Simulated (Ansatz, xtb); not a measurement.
Isomers of FH5Si3 in order of energy

9 gas-phase structures of FH5Si3, found in a search over its isomers (lower ones may exist). Each was relaxed with GFN2-xTB; where two conformers were screened, the lower at r2SCAN-D4/def2-SVP is listed:

A. `F[SiH2][Si][SiH3]`, a triplet
B. `F[SiH]1[SiH2][SiH2]1`, a singlet
C. a singlet given by its coordinates
D. `F[SiH2][SiH2][SiH]`, a triplet
E. `F[SiH2][Si][SiH3]`, a singlet
F. `F[SiH2][SiH2][SiH]`, a singlet
G. `F[Si@H]([SiH])[SiH3]`, a singlet
H. a singlet given by its coordinates
I. `F[Si][SiH2][SiH3]`, a singlet

H (Å):

```yaml
atoms:
  - { symbol: F, position_ang: [1.5032, 2.2019, -1.0632] }
  - { symbol: Si, position_ang: [1.8961, 1.0739, 0.0355] }
  - { symbol: Si, position_ang: [-0.1157, 0.0791, 0.4830] }
  - { symbol: Si, position_ang: [-1.2586, -0.7838, -1.2144] }
  - { symbol: H, position_ang: [2.4370, 1.8693, 1.1390] }
  - { symbol: H, position_ang: [3.0256, 0.4118, -0.6199] }
  - { symbol: H, position_ang: [0.1659, -1.0512, 1.4142] }
  - { symbol: H, position_ang: [-1.6136, -0.0097, -2.4113] }
  - { symbol: H, position_ang: [-2.3822, -1.7327, -1.1483] }
```

Close contacts (Å): F1–Si2 1.62, Si2–Si3 2.29, Si3–Si4 2.22, Si2–H5 1.46, Si2–H6 1.46, Si3–H7 1.49, Si4–H8 1.47, Si4–H9 1.47.

C (Å):

```yaml
atoms:
  - { symbol: F, position_ang: [-0.3203, 2.7323, 0.4367] }
  - { symbol: Si, position_ang: [1.0056, 1.8567, 0.7867] }
  - { symbol: Si, position_ang: [0.4152, -0.2886, 0.6657] }
  - { symbol: Si, position_ang: [-0.0692, -0.9035, -1.5132] }
  - { symbol: H, position_ang: [1.7275, 2.9923, 1.3853] }
  - { symbol: H, position_ang: [1.7249, -0.9541, 0.9800] }
  - { symbol: H, position_ang: [-0.5748, -2.2824, -1.5187] }
  - { symbol: H, position_ang: [-1.1435, -0.0496, -2.0266] }
  - { symbol: H, position_ang: [0.9911, -0.8706, -2.5287] }
```

Close contacts (Å): F1–Si2 1.63, Si2–Si3 2.23, Si3–Si4 2.32, Si2–H5 1.47, Si3–H6 1.50, Si4–H7 1.47, Si4–H8 1.47, Si4–H9 1.47.

Question: Estimate their order in r2SCAN-D4/def2-SVP energy at these geometries, lowest first.

Answer: Calculated order at r2SCAN-D4/def2-SVP: B (0.0), H (10.1), I (12.3), C (15.0), A (20.4), F (22.2), E (24.5), D (26.5), G (26.6) kcal/mol. Less than 1 kcal/mol parts D and G, so the order within that pair means little.

Energies above the lowest of each column, in kcal/mol; the last columns are at PBE0-D3(BJ)/def2-SVP geometries and were run for some of them only (a dash: not run or not comparable):

```json
{"structure": "B", "GFN2-xTB": "22.9", "HF/STO-3G": "24.4", "r2SCAN-D4/def2-SVP": "0.0", "PBE0-D3(BJ)/def2-SVP": "0.0", "CCSD(T)/def2-SVP + ΔMP2/def2-TZVPP": "0.0"}
{"structure": "H", "GFN2-xTB": "7.6", "HF/STO-3G": "43.1", "r2SCAN-D4/def2-SVP": "10.1", "PBE0-D3(BJ)/def2-SVP": "9.8", "CCSD(T)/def2-SVP + ΔMP2/def2-TZVPP": "5.6"}
{"structure": "I", "GFN2-xTB": "4.7", "HF/STO-3G": "0.0", "r2SCAN-D4/def2-SVP": "12.3", "PBE0-D3(BJ)/def2-SVP": "12.0", "CCSD(T)/def2-SVP + ΔMP2/def2-TZVPP": "–"}
{"structure": "C", "GFN2-xTB": "7.8", "HF/STO-3G": "42.9", "r2SCAN-D4/def2-SVP": "15.0", "PBE0-D3(BJ)/def2-SVP": "12.2", "CCSD(T)/def2-SVP + ΔMP2/def2-TZVPP": "–"}
{"structure": "A", "GFN2-xTB": "–", "HF/STO-3G": "21.1", "r2SCAN-D4/def2-SVP": "20.4", "PBE0-D3(BJ)/def2-SVP": "–", "CCSD(T)/def2-SVP + ΔMP2/def2-TZVPP": "–"}
{"structure": "F", "GFN2-xTB": "6.2", "HF/STO-3G": "20.1", "r2SCAN-D4/def2-SVP": "22.2", "PBE0-D3(BJ)/def2-SVP": "–", "CCSD(T)/def2-SVP + ΔMP2/def2-TZVPP": "–"}
{"structure": "E", "GFN2-xTB": "0.0", "HF/STO-3G": "24.8", "r2SCAN-D4/def2-SVP": "24.5", "PBE0-D3(BJ)/def2-SVP": "–", "CCSD(T)/def2-SVP + ΔMP2/def2-TZVPP": "–"}
{"structure": "D", "GFN2-xTB": "–", "HF/STO-3G": "27.5", "r2SCAN-D4/def2-SVP": "26.5", "PBE0-D3(BJ)/def2-SVP": "–", "CCSD(T)/def2-SVP + ΔMP2/def2-TZVPP": "–"}
{"structure": "G", "GFN2-xTB": "7.2", "HF/STO-3G": "22.8", "r2SCAN-D4/def2-SVP": "26.6", "PBE0-D3(BJ)/def2-SVP": "–", "CCSD(T)/def2-SVP + ΔMP2/def2-TZVPP": "–"}
```

CCSD(T)/def2-SVP + ΔMP2/def2-TZVPP puts B lowest of those it was run on; GFN2-xTB picks E, HF/STO-3G picks I. Some further structures that were screened fall inside this span and aren't listed. Flexible structures stand in one conformer each, not always the lowest. Frequencies (PBE0-D3(BJ)/def2-SVP) were run for B, H alone. GFN2-xTB has no spin polarisation and isn't compared across spin states. Open shells are spin-unrestricted. ΔMP2 is the change of the MP2 energy from the smaller to the larger basis.

Over these structures GFN2-xTB departs from r2SCAN-D4/def2-SVP by 10.5 kcal/mol on average once a common shift is removed. A GFN2-xTB relaxation took about 0.39 s and the r2SCAN-D4/def2-SVP energy about 4.2 s on a shared host (Ansatz 0.2.0, xtb 6.7.1).
